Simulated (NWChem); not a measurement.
System: C₂H₇NOSi; SMILES [SiH2](N)OC=C

Input file for NWChem:

```
start job
memory heap 200 mb stack 900 mb global 1100 mb
geometry units angstroms noautosym nocenter noautoz
  C     -0.870464    -1.889383    -0.385850
  C      0.305964    -1.669729     0.210771
  O      0.909378    -0.487832     0.420837
  Si     0.488603     1.036257    -0.183313
  N     -0.967210     1.725959     0.403243
  H     -1.496451    -1.084233    -0.778319
  H     -1.234273    -2.912035    -0.493181
  H      0.899974    -2.505176     0.600869
  H      1.629076     1.872337     0.264231
  H      0.362473     0.917000    -1.662961
  H     -1.053989     2.024809     1.367878
  H     -1.867780     1.473769     0.013931
end
basis spherical
  C library pcsseg-1
  O library pcsseg-1
  Si library pcsseg-1
  N library pcsseg-1
  H library pcsseg-1
end
dft
  xc pbe0
  iterations 150
end
property
  shielding
  efieldgrad
end
task dft property
```

Coordinates come from a PBE0/def2-SVP optimisation. No frequency run checked for a minimum.

GIAO values for the isolated, static molecule; σ is the absolute isotropic shielding, δ = σ(reference) − σ with the isolated reference molecule computed at the same levels (13C: tetramethylsilane, 1H: tetramethylsilane, 15N: ammonia, 29Si: tetramethylsilane).

Atoms are numbered as in the input.

**Question.** Predict the main results of this run. (PBE0/pcSseg-1, GIAO.) Quantities: δ C1 (ppm); δ Si4 (ppm); δ N5 (ppm); δ H7 (ppm); δ H8 (ppm); δ H9 (ppm); δ H12 (ppm).

**Answer.** 
* **δ C1 (ppm)**: 93.9
* **δ Si4 (ppm)**: -36.8
* **δ N5 (ppm)**: 35.7
* **δ H7 (ppm)**: 4.14
* **δ H8 (ppm)**: 6.54
* **δ H9 (ppm)**: 4.59
* **δ H12 (ppm)**: 1.14
